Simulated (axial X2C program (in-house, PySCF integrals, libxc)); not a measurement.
**RuAs along the bond: HF, 2c**

Computed with an in-house relativistic program for diatomic molecules. Two-component (2c) means X2C with spin–orbit coupling and atomic mean-field two-electron Coulomb and Gaunt terms. Basis: Ru dyall-cv3z [12s12p8d5f3g], As dyall-cv3z [9s9p6d4f1g] (cores contracted in-house); Gaussian nuclei, density fitting, unrestricted open shells. Masses: Ru 101.904 u, As 74.922 u.

State: Ω = 5/2 (⟨Sz⟩ = 1.50, ⟨Lz⟩ = 1.00 at HF). Dipoles are positive if As is the positive end.

Results along the bond:

```csv
R (Å),μ (D),HOMO (eV),LUMO (eV)
1.987,-2.983,-6.90,-0.16
2.053,-2.989,-6.94,-0.16
2.119,-2.944,-6.96,-0.14
2.184,-2.901,-6.96,-0.12
2.260,-2.911,-6.93,-0.10
2.337,-3.003,-6.87,-0.09
2.435,-3.226,-6.78,-0.08
2.555,-3.606,-6.64,-0.09
2.730,-4.281,-6.44,-0.21
```

The state is a single determinant with fixed occupations, the lowest that a limited PBE0 search found. With several unpaired electrons one determinant need not be a pure state. Some points did not converge and are left out. The determinant is spin-polarised beyond a pure state at some levels (its spin-free form has ⟨S²⟩ too high), which makes Re and μ there less reliable. The lowest spin-free determinant has another configuration (M_S = 5/2, Λ = 0), so the order of states is uncertain and this need not be the ground state.
